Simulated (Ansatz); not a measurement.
Two structures, one formula

The two ends of one reaction step of BNH4F2, singlet (PBE0-D4/def2-TZVP).

A:

```
8
angstrom
B -0.2584 -0.7912 -0.1857
N 1.1128 -0.5487 -0.1915
F -0.9900 -0.6352 -1.2848
F -0.8822 -1.1924 0.9177
H -0.7702 2.1273 0.5766
H -1.4967 1.9561 0.5564
H 1.6826 -0.6656 0.6262
H 1.6022 -0.2502 -1.0150
```

B:

B1  (-0.838, -0.137, 0.021)
N2  (0.805, 0.184, 0.016)
F3  (-1.166, -0.089, -1.318)
F4  (-0.901, -1.409, 0.551)
H5  (0.993, 1.096, -0.387)
H6  (-1.346, 0.728, 0.704)
H7  (1.180, 0.153, 0.958)
H8  (1.272, -0.525, -0.545)
(Å)

Ansatz 0.2.0; basis: def2-TZVPP; cores frozen in the correlated methods. B3LYP uses VWN-RPA correlation.

(1) Which structure is lower at CCSD(T), and by how much? (To be estimated.)

(2) Do the other methods give the same order? (Judge from chemistry; the calculation decides.)

No T1 diagnostic of these runs exceeds 0.011.

Results:

(1) By the calculation: A, by 12.7 kJ/mol (electronic energy, against the other). By their contacts, A is a complex of BNH₂F₂ ([NH2][B]([F])[F]) + H₂ and B is BNH₄F₂ ([NH3][BH]([F])[F]).

(2) By the calculation: Not all: SPW92 gives the other order.

```json
{"method": "SPW92", "E(B) − E(A) (kJ/mol)": "-8.6"}
{"method": "PBE-D4", "E(B) − E(A) (kJ/mol)": "12.9"}
{"method": "BLYP-D4", "E(B) − E(A) (kJ/mol)": "27.3"}
{"method": "r2SCAN-D4", "E(B) − E(A) (kJ/mol)": "15.7"}
{"method": "B97M-V", "E(B) − E(A) (kJ/mol)": "19.9"}
{"method": "PBE0-D4", "E(B) − E(A) (kJ/mol)": "9.3"}
{"method": "B3LYP-D4", "E(B) − E(A) (kJ/mol)": "22.3"}
{"method": "r2SCAN0-D4", "E(B) − E(A) (kJ/mol)": "12.3"}
{"method": "BHLYP-D4", "E(B) − E(A) (kJ/mol)": "18.0"}
{"method": "CAM-B3LYP-D4", "E(B) − E(A) (kJ/mol)": "16.6"}
{"method": "wB97X-V", "E(B) − E(A) (kJ/mol)": "11.9"}
{"method": "wB97M-V", "E(B) − E(A) (kJ/mol)": "15.9"}
{"method": "B2PLYP", "E(B) − E(A) (kJ/mol)": "19.3"}
{"method": "PBE-QIDH", "E(B) − E(A) (kJ/mol)": "7.9"}
{"method": "RPA on PBE", "E(B) − E(A) (kJ/mol)": "13.1"}
{"method": "HF", "E(B) − E(A) (kJ/mol)": "32.5"}
{"method": "MP2", "E(B) − E(A) (kJ/mol)": "14.5"}
{"method": "CCSD", "E(B) − E(A) (kJ/mol)": "13.6"}
{"method": "CCSD(T)", "E(B) − E(A) (kJ/mol)": "12.7"}
```

Labels in which every atom is bracketed show which atoms are joined, not bond orders.

For scale, one of the runs: CCSD(T)/def2-TZVPP, 180 basis functions, launched by `ansatz run in.yaml --threads 2 --pin off --events-out ev --progress --plain --max-ram 4352MiB`. Time: 40 s of wall clock on 2 CPU threads of an Intel Xeon Platinum 8488C; the host was shared. Peak host memory: 1.9 GiB.
